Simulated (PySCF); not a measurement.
**H9PSi3: core ionisation energies**

Species: H₉PSi₃.
SMILES with atom numbers: `[SiH3:1][P:2]([SiH3:3])[SiH3:4]`

Method used: delta-SCF UKS SCAN, pcX-2 on the ionised atom, pcseg-1 elsewhere, spin-free X2C in PySCF 2.14.0. Each binding energy is the total energy of the core-ionised species, with the hole localised on one atom, minus that of the ground state; both are solved self-consistently, so orbital relaxation is included.

**Question.** List the computed XPS lines with their assignment.

**Answer.** 
```
    atom(s)                  environment     level  binding energy (eV)  2p1/2 (eV)  count
Si1/Si3/Si4                 SiH3 silicon  Si 2p3/2               106.75      107.38      3
         P2  three-coordinate phosphorus   P 2p3/2               135.51      136.40      1
Si1/Si3/Si4                 SiH3 silicon     Si 1s              1846.53           –      3
         P2  three-coordinate phosphorus      P 1s              2148.99           –      1
```

**Question.** Which photon energy gives electrons from P 2p3/2 of P2 a kinetic energy of 50 eV, and what is their de Broglie wavelength?

**Answer.** hν = 135.51 + 50 = 185.51 eV, recoil neglected; λ = 12.264 Å/√(E/eV) = 1.73 Å.

**Question.** Which effective nuclear charge Zeff reproduces each element's mean 1s value in the hydrogen-like formula E = 13.606 eV × Zeff²?

**Answer.** Si (Z = 14): mean 1846.5 eV, Zeff = 11.65, Z − Zeff = 2.35; P (Z = 15): mean 2149.0 eV, Zeff = 12.57, Z − Zeff = 2.43. Means run over the listed sites, weighted by atom count.

Topologically equivalent atoms share the value of their first member; where this conformer doesn't relate them by symmetry, their own values could differ. The 2p values add to the ΔSCF energy of one spin-free hole a correction within the shell (spin–orbit coupling, ligand field). 2p1/2 minus 2p3/2 (ligand field included): Si 0.62 eV, P 0.89 eV. Isolated species at its PBE0-D3(BJ)/def2-SVP geometry, gas phase.

On one thread of an Arm Neoverse V2, shared host with 96 logical CPUs at a one-minute load of 24, this took 17 s and 0.54 GiB of memory at its peak.
